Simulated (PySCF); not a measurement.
C2H7InO, SMILES C[CH2][InH][OH].

The structure is a stationary point at B3LYP-D3(BJ)/def2-SVP. The structure was generated by enumeration; whether it is a known compound was not checked. The def2 effective core potentials stand for the cores of In; spin–orbit coupling is left out. The values are those of a single conformer.

Level of theory: TDDFT-PBE/def2-SVPD run with PySCF.

Vertical excitations. Gas-phase values at a fixed geometry. State labels are in the subgroup Cs.

```csv
state,symmetry,energy (eV),λ (nm),f,main pairs
S1,A",4.42,281,0.000,HOMO→LUMO 100 %
S2,A',4.99,248,0.016,"HOMO−1→LUMO 76 %, HOMO→LUMO+1 17 %"
S3,A",5.26,236,0.029,HOMO−1→LUMO+1 94 %
S4,A",5.33,233,0.001,HOMO−2→LUMO 95 %
S5,A',5.46,227,0.106,"HOMO→LUMO+1 68 %, HOMO−1→LUMO 16 %"
S6,A',5.96,208,0.025,"HOMO→LUMO+2 70 %, HOMO−2→LUMO+1 22 %"
S7,A",6.18,201,0.011,HOMO−1→LUMO+2 99 %
S8,A',6.37,195,0.037,"HOMO→LUMO+3 63 %, HOMO−2→LUMO+1 25 %"
S9,A',6.43,193,0.110,"HOMO−2→LUMO+1 35 %, HOMO→LUMO+3 20 %, HOMO→LUMO+2 17 %, HOMO−3→LUMO 8 %"
S10,A",6.52,190,0.001,HOMO−1→LUMO+3 99 %
T1,A",4.18,296,0,HOMO→LUMO 100 %
T2,A',4.32,287,0,HOMO−1→LUMO 99 %
T3,A',4.54,273,0,HOMO→LUMO+1 96 %
T4,A",4.94,251,0,"HOMO−1→LUMO+1 76 %, HOMO−2→LUMO 23 %"
```
Triplets are in the Tamm–Dancoff approximation, which puts them higher than full response would, so one can lie above its singlet here.
